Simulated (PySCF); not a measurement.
TDDFT excited states: [C7H2FO3]-

Species: C₇H₂FO₃ (charge -1).
Numbering: `[CH:1]#[C:2][c:3]1[cH:4][o:5][c:6]([C:7](=[O:8])[O-:9])[c:10]1[F:11]` (hydrogens: H12 on C1; H13 on C4)

Cartesian coordinates in Å at the GFN2-xTB level; atoms count from 1:
```
atom  x, y, z in Å
C1     3.3967    0.5955    0.3902
C2     2.2669    0.2505    0.1713
C3     0.9284   -0.1073   -0.0557
C4     0.4435   -1.2075   -0.7159
O5    -0.8922   -1.2039   -0.7285
C6    -1.3379   -0.1056   -0.0789
C7    -2.9029    0.1375    0.0481
O8    -3.5869   -0.7342   -0.4825
O9    -3.2041    1.1604    0.6572
C10   -0.2454    0.5993    0.3531
F11   -0.2089    1.7504    1.0410
H12    4.3862    0.8890    0.5760
H13    0.9523   -2.0235   -1.1931
```

The calculation used PySCF 2.14.0, density-fitted response routines, TDDFT PBE0/def2-SVPD, vertical, gas phase, core orbitals frozen in the response.

Task: Predict the UV-vis stick spectrum at this level.

Result: 

```
state  λ (nm)  E (eV)       f  symmetry  main configurations (H = HOMO, L = LUMO)
   S1   311.5    3.98  0.0000         –                                 H→L (92%)
   S2   306.9    4.04  0.0000         –                               H-1→L (94%)
   S3   281.9    4.40  0.0048        A′                               H-2→L (99%)
   S4   254.1    4.88  0.0001         –                               H→L+3 (91%)
   S5   253.3    4.89   0.056        A′                               H-3→L (92%)
   S6   247.4    5.01  0.0000         –                             H-1→L+3 (93%)
```

Triplets, Tamm–Dancoff:

```tsv
state	E (eV)	λ (nm)	main configurations (H = HOMO, L = LUMO)
T1	3.40	364.8	H-3→L (83%)
T2	3.90	317.8	H-1→L (76%), H-1→L+3 (15%)
```

The lowest singlet lies at 3.98 eV (311 nm, ultraviolet) and is dark (f under 0.0005); its leading configuration is HOMO→LUMO (92%). The most intense listed level is S5 at 4.89 eV (253 nm, f = 0.056), 0.91 eV above S1. Löwdin shares by element: HOMO oxygen 88% or more, carbon 7% or more; LUMO carbon 56% or more, oxygen 13% or more (atoms not listed hold the other 31%). The oscillator strengths of these states sum to 0.061; summed over the whole spectrum of an exact calculation they would give the number of electrons, 78 (Thomas–Reiche–Kuhn). Weighted by f, the mean energy of these states is 4.85 eV. Orbital energies (eV): HOMO-3 -3.17, HOMO-2 -2.70, HOMO-1 -2.52, HOMO -2.38, LUMO 2.46, LUMO+1 3.39, LUMO+2 3.56. No detachment energy is given for this anion; states above it aren't bound, and a finite basis only mimics them. Symmetry labels in Cs follow from the direction of the transition dipole and are given only for states with f of 0.002 or more. Singlets were solved by full linear response, triplets in the Tamm–Dancoff approximation.
